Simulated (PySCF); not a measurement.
B97-3 on Xe (xenon, neutral), [Kr] 4d10 5s2 5p5 5d1, one real determinant (an excited configuration). All numbers are calculated (PySCF 2.14, scalar relativity through the core potential, in aug-cc-pwCVTZ-PP with ECP28MDF (8s7p6d4f1g, 96 functions)).

```
cycle= 1 E= -329.075672761035  delta_E= -0.042  |g|= 0.0399  |ddm|= 3.54
cycle= 2 E= -329.048161205165  delta_E= 0.0275  |g|= 0.0496  |ddm|= 3.33
cycle= 3 E= -329.041581017907  delta_E= 0.00658  |g|= 0.0232  |ddm|= 1.01
cycle= 4 E= -329.04091012108  delta_E= 0.000671  |g|= 0.0143  |ddm|= 0.14
cycle= 5 E= -329.039408660084  delta_E= 0.0015  |g|= 0.00654  |ddm|= 0.554
cycle= 6 E= -329.039521782925  delta_E= -0.000113  |g|= 0.00494  |ddm|= 0.274
cycle= 7 E= -329.039401290296  delta_E= 0.00012  |g|= 0.000922  |ddm|= 0.237
cycle= 8 E= -329.039397722986  delta_E= 3.57e-06  |g|= 0.000512  |ddm|= 0.0614
cycle= 9 E= -329.03939539404  delta_E= 2.33e-06  |g|= 0.000182  |ddm|= 0.0352
cycle= 10 E= -329.039395150678  delta_E= 2.43e-07  |g|= 4.78e-05  |ddm|= 0.0112
cycle= 11 E= -329.039395128726  delta_E= 2.2e-08  |g|= 4.72e-06  |ddm|= 0.00274
cycle= 12 E= -329.039395128516  delta_E= 2.1e-10  |g|= 3.55e-08  |ddm|= 0.000232
converged SCF energy = -329.039395128516  <S^2> = 2.0022101  2S+1 = 3.0014731
```

Highest occupied orbital energy: 0.128 eV; ⟨L²⟩ = 7.95; populations by l: s 4.01, p 11.00, d 10.99, f 0.00.

(1) Can this result be used?

Results:

(1) Not for this state. The calculation finished and met its thresholds. ⟨L²⟩ = 7.95 against 12 for a pure F term, so this real determinant mixes terms. Energies and moments cover only the electrons outside the core potential. The outer electron is Rydberg-like, and this basis confines it to a smaller radius and binds it less than a complete one would. At B97-3 the highest occupied level has a positive energy, so only the finite basis holds that electron; for this excited configuration the basis is too tight for the outer shell.
